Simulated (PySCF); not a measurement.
C3H11NPSi: g tensor and hyperfine couplings

Compound: C3H11NPSi (doublet state).
Structure used (GFN2-xTB), in Å, numbered top down from 1:
```xyz
17
C3H11NPSi angstrom
C     -2.4946   -0.2498    0.9434
C     -2.0451    0.0795   -0.4934
C     -0.7136    0.7283   -0.5357
N      0.4287   -0.0214   -0.4764
Si     2.0389    0.5405   -0.2279
P      3.1998   -1.3712   -0.1776
H     -3.4675   -0.7361    0.9344
H     -2.5644    0.6616    1.5316
H     -1.7770   -0.9134    1.4204
H     -2.7870    0.7401   -0.9475
H     -2.0192   -0.8508   -1.0695
H     -0.5999    1.7729   -0.3147
H      0.2668   -1.0083   -0.6305
H      2.1220    1.3417    1.0062
H      2.5095    1.3994   -1.3300
H      3.4963   -1.3220    1.1713
H      4.3994   -0.7790   -0.5150
```

The hyperfine couplings belong to this conformer and change with its torsions.

Identity: `CC[CH]N[SiH2]P` [radical].

The calculation used UKS B3LYP, pcH-1 on C H N P Si, non-relativistic, mean-field spin-orbit, GIAO in PySCF 2.14.0. Geometry: GFN2-xTB, one conformer, isolated molecule. The geometry wasn't refined by DFT: couplings that depend on bond lengths, twists or pyramidal angles can differ widely from those at the functional's own minimum. The SCF solution wasn't tested for stability.

| Quantity | Value |
| --- | --- |
| g1, g2, g3 | 2.00214, 2.00291, 2.00324 |
| g_iso | 2.00277 |
| Form of g | rhombic: the two nearest values differ by 30 % of g3 − g1 |
| ⟨S²⟩ | 0.7533 (exact 0.7500) |
| HOMO–LUMO gap, α and β orbitals | 3.85, 6.71 eV |
| Basis functions | 280 |

Hyperfine couplings atom by atom, in MHz; T1 to T3 are the principal values of the dipolar part; ρ(0) is the spin density at the nucleus:

```tsv
atom	isotope	a_iso	of which spin–orbit	T1	T2	T3	Mulliken spin population	ρ(0) (bohr⁻³)
C1	13C	76.9	0.0	-4.9	-4.8	9.7	0.04	0.0684
C2	13C	-23.8	0.0	-1.7	-1.0	2.7	-0.06	-0.0212
C3	13C	98.7	-0.1	-71.0	-70.1	141.1	0.86	0.0879
N4	14N	1.7	0.0	-8.8	-7.9	16.7	0.11	0.0055
Si5	29Si	6.9	0.0	-4.2	1.9	2.3	0.03	-0.0077
P6	31P	-7.0	0.0	-0.9	-0.5	1.4	0.00	-0.0038
H7	1H	12.2	0.0	-3.2	-1.6	4.8	0.01	0.0027
H8	1H	-2.2	0.0	-4.8	-1.9	6.6	0.00	-0.0005
H9	1H	-4.0	0.0	-4.4	-1.4	5.8	-0.01	-0.0009
H10	1H	26.0	0.0	-5.4	-3.9	9.3	0.01	0.0058
H11	1H	24.9	0.0	-4.7	-3.9	8.6	0.01	0.0056
H12	1H	-51.6	0.0	-33.8	0.3	33.5	-0.04	-0.0116
H13	1H	-10.5	0.0	-9.7	-4.6	14.3	-0.01	-0.0024
H14	1H	14.8	0.0	-2.2	-1.8	4.0	0.02	0.0033
H15	1H	20.8	0.0	-2.1	-1.7	3.8	0.02	0.0047
H16	1H	6.2	0.0	-0.9	-0.8	1.7	0.00	0.0014
H17	1H	2.5	0.0	-0.7	-0.6	1.3	0.00	0.0006
```

The Mulliken spin populations are largest on C3 (+0.86), N4 (+0.11) and C2 (-0.06). C3 is the only atom above +0.15. The angles at C3 add up to 357.5°, so it is nearly planar; its axial dipolar tensor and the negative coupling of its proton fit spin in a p orbital normal to that plane.

Under fast tumbling the dipolar parts average out, and these isotropic splittings remain (the largest six): 1 × 1H (H12, I = 1/2, 2 lines) with 1.84 mT, 2 × 1H (H10/H11, I = 1/2, 3 lines) with 0.91 mT, 2 × 1H (H14/H15, I = 1/2, 3 lines) with 0.64 mT, 1 × 1H (H13, I = 1/2, 2 lines) with 0.38 mT, 1 × 31P (P6, I = 1/2, 2 lines) with 0.25 mT and 2 × 1H (H16/H17, I = 1/2, 3 lines) with 0.15 mT.

Means are taken over nuclei equivalent by connectivity, which assumes that they swap fast. The three 1H nuclei of mean +2.0 MHz run from -4.0 to 12.2 MHz in the frozen geometry. The 1H value of +17.8 MHz is a mean of couplings from 14.8 to 20.8 MHz in this one geometry, not an average over conformers.

The 29Si coupling of Si5 (6.9 MHz) shows only in satellite lines or after enrichment, since that isotope makes up about 4.7 % of natural silicon.

The 13C coupling of C3 (98.7 MHz) shows only in satellite lines or after enrichment, since that isotope makes up about 1.07 % of natural carbon.

The spin density at the nucleus, in bohr⁻³, is negative for C2 (-0.0212), H12 (-0.0116) and Si5 (-0.0077), for instance. A restricted open-shell determinant has no negative spin density anywhere; here it arises because α and β orbitals differ (spin polarisation).
